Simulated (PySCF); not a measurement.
# Charge-transfer reorganisation: SMILES ClC1=CBNC=C1, C$_{4}$H$_{5}$BClN

Geometry:
```json
{"atom": "Cl1", "x (Å)": "2.959", "y (Å)": "-0.356", "z (Å)": "-0.117"}
{"atom": "C2", "x (Å)": "1.235", "y (Å)": "-0.115", "z (Å)": "-0.035"}
{"atom": "C3", "x (Å)": "0.705", "y (Å)": "1.139", "z (Å)": "-0.015"}
{"atom": "B4", "x (Å)": "-0.801", "y (Å)": "1.266", "z (Å)": "0.057"}
{"atom": "N5", "x (Å)": "-1.517", "y (Å)": "0.032", "z (Å)": "0.096"}
{"atom": "C6", "x (Å)": "-0.911", "y (Å)": "-1.179", "z (Å)": "0.072"}
{"atom": "C7", "x (Å)": "0.439", "y (Å)": "-1.293", "z (Å)": "0.008"}
{"atom": "H8", "x (Å)": "1.382", "y (Å)": "1.985", "z (Å)": "-0.050"}
{"atom": "H9", "x (Å)": "-1.425", "y (Å)": "2.287", "z (Å)": "0.082"}
{"atom": "H10", "x (Å)": "-2.521", "y (Å)": "0.023", "z (Å)": "0.144"}
{"atom": "H11", "x (Å)": "-1.547", "y (Å)": "-2.057", "z (Å)": "0.105"}
{"atom": "H12", "x (Å)": "0.907", "y (Å)": "-2.268", "z (Å)": "-0.011"}
```

Method: UKS BHandHLYP/def2-SVP four-point reorganisation energy, gas phase in PySCF 2.14.0. Geometry: BHandHLYP/def2-SVP.

Problem. What is the inner reorganisation energy for hole transfer, with the ionisation energy?

Solution. λ = 0.237 (surface of the oxidised species) + 0.231 (surface of the starting species) = 0.468 eV. The ionisation energy is 8.58 eV vertical and 8.34 eV adiabatic without zero-point energy; at the relaxed geometry of the oxidised species the two energies differ by 8.11 eV. Largest bond changes: C6–C7 1.357 → 1.413 Å, C2–C3 1.361 → 1.405 Å, Cl1–C2 1.742 → 1.700 Å, C3–B4 1.513 → 1.551 Å, N5–C6 1.354 → 1.316 Å. ⟨S²⟩ of the relaxed oxidised species 0.788.
